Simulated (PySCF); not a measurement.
C3H6Se.

```xyz
10

C      2.1782    -1.0065    -0.4088
C      0.9572    -0.9372     0.1303
Se    -0.2008     0.5700    -0.0200
C     -1.8883    -0.3793     0.2971
H      2.5850    -0.2104    -1.0396
H      2.8189    -1.8731    -0.2220
H      0.5655    -1.7493     0.7533
H     -2.0959    -1.0846    -0.5183
H     -2.6787     0.3826     0.3338
H     -1.8508    -0.9065     1.2605
```
Charge 0, spin multiplicity 1.

Geometry optimised at B3LYP-D3(BJ)/def2-SVP. Other conformers were not sampled.

Level of theory: KT2/pcSseg-1 run with PySCF. Non-relativistic, no solvent.

Computed absolute GIAO shielding of each atom: isotropic value and principal components (ppm):
| atom | σ(iso) | σ11 | σ22 | σ33 | span |
|---|---|---|---|---|---|
| C1 | 70.2 | -32.9 | 87.8 | 155.8 | 188.7 |
| C2 | 43.7 | -48.0 | 53.3 | 125.7 | 173.6 |
| Se3 | 1491.9 | 1064.4 | 1443.0 | 1968.4 | 904.0 |
| C4 | 166.2 | 146.2 | 166.0 | 186.3 | 40.1 |
| H5 | 25.8 | 22.7 | 24.1 | 30.6 | 7.9 |
| H6 | 25.7 | 21.7 | 24.6 | 30.8 | 9.1 |
| H7 | 25.0 | 22.3 | 23.3 | 29.4 | 7.1 |
| H8 | 28.9 | 23.1 | 26.7 | 36.9 | 13.8 |
| H9 | 29.6 | 24.4 | 26.5 | 37.8 | 13.5 |
| H10 | 29.1 | 23.6 | 26.9 | 36.6 | 13.0 |
